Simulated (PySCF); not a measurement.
**VSCl3: fields on a plane**

Level of theory: PBE0/[V def2-SVP, S def2-SVP, Cl def2-SVP], no relativity, density fitting, PySCF.

The singlet minimum has V–Cl 2.121 Å (×3), V–S 1.968 Å; Cl–V–Cl 110.7° (×3), Cl–V–S 108.3° (×3).

The plane holds V1 at (0.00, 0.00), S2 at (1.97, 0.00), Cl3 at (-0.66, 2.01) Å. Columns run from x = -2.55 to 4.35 Å, rows from y = 4.35 (top) to -1.95 Å, in steps of 0.3 Å. Other isomers or separated fragments may lie lower.

Question: Give the electrostatic potential (V) (cut at 20 V). Every second row and column.

Answer: 
```
 0.0  0.0  0.0  0.0  0.0 -0.1  0.0  0.0  0.0  0.0  0.0  0.0
 0.0  0.0  0.2  0.3  0.1 -0.1 -0.1  0.0  0.0  0.0  0.0  0.0
 0.0  0.3  2.0  4.4  2.4  0.2 -0.1  0.0  0.0  0.0  0.0  0.0
 0.0  1.2 14.4 20.0 20.0  2.2  0.0  0.0  0.0  0.1  0.1  0.1
-0.1  1.7 20.0 20.0 20.0  4.6  0.3  0.2  0.2  0.2  0.1  0.1
 0.0  0.8  9.6 20.0 19.8  5.5  1.9  2.0  2.2  1.0  0.3  0.1
 0.2  0.8  3.8 13.2 20.0 20.0  8.2 20.0 20.0  5.3  0.9  0.2
 0.4  1.3  5.5 20.0 20.0 20.0 19.7 20.0 20.0 14.8  1.5  0.3
 0.3  1.1  4.7 20.0 20.0 20.0 14.3 20.0 20.0 10.2  1.2  0.2
 0.1  0.5  2.1  6.6 12.5  9.6  4.3  6.5  6.9  2.4  0.5  0.2
 0.0  0.1  0.5  1.6  2.5  2.2  1.0  0.7  0.7  0.4  0.2  0.1
```

Question: Give the electron density (e/Å³) (cut at 5 e/Å³). Lower edges of the bins (e/Å³): '0' 0.000, '1' 0.030, '2' 0.076, '3' 0.151, '4' 0.268, '5' 0.455, '6' 0.750, '7' 1.218, '8' 1.960, '9' 3.136; top 5.00.

Answer: 
```
000000000000000000000000
000000000000000000000000
000000000000000000000000
000011221100000000000000
000123333210000000000000
001245665321000000000000
012467777531000000000000
013578998642100000000000
013579998642100000000000
012478997642111111000000
012357776532222222100000
001245665433344443210000
001223467754456665321000
000123589986667876531000
000113799997679997532000
000113799997679997532000
000113589986667876531000
000112356654456665321000
000112233333344443210000
000011222212222222100000
000011111111111111000000
000000111000000000000000
```
